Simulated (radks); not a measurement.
Effect of the nuclear size on neutral lanthanum, [Xe] 5d1 6s2. All-electron calculation, Dirac Kohn-Sham, exchange-only LDA, spin-unpolarised, spherical densities, finite nucleus; open shells fill j = l - 1/2 first; Fermi nuclear charge, rms radius 4.855 fm. Program: a radial shooting solver on a logarithmic mesh with Libxc functionals. The rms radius is varied about that value; shifts are against it.

[
 {"rms radius (fm)": "4.2433", "total energy shift (eV)": "-2.20", "density at nucleus (e/bohr^3)": "3.598e+05", "1s1/2 shift (meV)": "-917", "2s1/2 shift (meV)": "-111", "5s1/2 shift (meV)": "-0.786", "5p1/2 shift (meV)": "0.154", "6s1/2 shift (meV)": "-0.047", "5d3/2 shift (meV)": "0.090", "6p1/2 (empty) shift (meV)": "0.034"},
 {"rms radius (fm)": "4.4812", "total energy shift (eV)": "-1.37", "density at nucleus (e/bohr^3)": "3.559e+05", "1s1/2 shift (meV)": "-572", "2s1/2 shift (meV)": "-69.3", "5s1/2 shift (meV)": "-0.491", "5p1/2 shift (meV)": "0.096", "6s1/2 shift (meV)": "-0.029", "5d3/2 shift (meV)": "0.056", "6p1/2 (empty) shift (meV)": "0.021"},
 {"rms radius (fm)": "4.855", "total energy shift (eV)": "0", "density at nucleus (e/bohr^3)": "3.503e+05", "1s1/2 shift (meV)": "0.000", "2s1/2 shift (meV)": "0.000", "5s1/2 shift (meV)": "0.000", "5p1/2 shift (meV)": "0.000", "6s1/2 shift (meV)": "0.000", "5d3/2 shift (meV)": "0.000", "6p1/2 (empty) shift (meV)": "0.000"},
 {"rms radius (fm)": "5.3356", "total energy shift (eV)": "1.90", "density at nucleus (e/bohr^3)": "3.437e+05", "1s1/2 shift (meV)": "789", "2s1/2 shift (meV)": "95.6", "5s1/2 shift (meV)": "0.677", "5p1/2 shift (meV)": "-0.132", "6s1/2 shift (meV)": "0.040", "5d3/2 shift (meV)": "-0.078", "6p1/2 (empty) shift (meV)": "-0.029"},
 {"rms radius (fm)": "5.8648", "total energy shift (eV)": "4.15", "density at nucleus (e/bohr^3)": "3.373e+05", "1s1/2 shift (meV)": "1730", "2s1/2 shift (meV)": "209", "5s1/2 shift (meV)": "1.48", "5p1/2 shift (meV)": "-0.289", "6s1/2 shift (meV)": "0.088", "5d3/2 shift (meV)": "-0.170", "6p1/2 (empty) shift (meV)": "-0.063"}
]

Slopes of the eigenvalues against <r^2> in GHz/fm^2, as finite differences over the two radii next to the reference (eigenvalue slopes, not the field-shift constants of lines): 1s1/2 39300, 2s1/2 4750, 5s1/2 33.7, 5p1/2 -6.57, 6s1/2 2.01, 5d3/2 -3.87, 6p1/2 (empty) -1.43.
